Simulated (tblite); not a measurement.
C3H2N2OS.
Numbering: `[O:1]=[CH:2][c:3]1[n:4][n:5][cH:6][s:7]1` (hydrogens: H8 on C2; H9 on C6)

The geometry is computed with GFN2-xTB (gas phase).

**Question.** What internal coordinates does the optimisation give?

**Answer.** 
| bond | length (Å) | order |
| --- | --- | --- |
| O1=C2 | 1.201 | double |
| C2–C3 | 1.458 | single |
| C3–N4 | 1.296 | aromatic |
| N4–N5 | 1.309 | aromatic |
| N5–C6 | 1.291 | aromatic |
| C6–S7 | 1.725 | aromatic |
| C3–S7 | 1.755 | aromatic |
| C2–H8 | 1.104 | single |
| C6–H9 | 1.072 | single |

Orders are formal, as drawn. A selection of angles:
| angle | degrees |
| --- | --- |
| O1–C2–C3 | 124.8 |
| O1–C2–H8 | 123.0 |
| C3–C2–H8 | 112.2 |
| C2–C3–N4 | 124.0 |
| C2–C3–S7 | 123.2 |
| N4–C3–S7 | 112.8 |
| C3–N4–N5 | 114.2 |
| N4–N5–C6 | 113.5 |
| N5–C6–S7 | 114.5 |
| N5–C6–H9 | 123.2 |
| S7–C6–H9 | 122.3 |
| C3–S7–C6 | 85.1 |

Torsions: O1–C2–C3–N4 180° (antiperiplanar).

The 5-membered ring C3–N4–N5–C6–S7 has internal angles of 85.1° to 114.5°; it is planar, 0.00 Å rms from its mean plane, widest ring torsion 0°. The 7 heavy atoms lie in one plane (0.000 Å rms). The C–S distances run from 1.725 Å (C6–S7, aromatic) to 1.755 Å (C3–S7, aromatic), a spread of 0.030 Å. S7 (thiophene-type sulfur) is bent (angle 85.1°).

Point group: Cs (tolerance 0.08 Å). Its GFN2-xTB frequencies are all real (lowest 106 cm⁻¹). The numbers are those of one conformer.
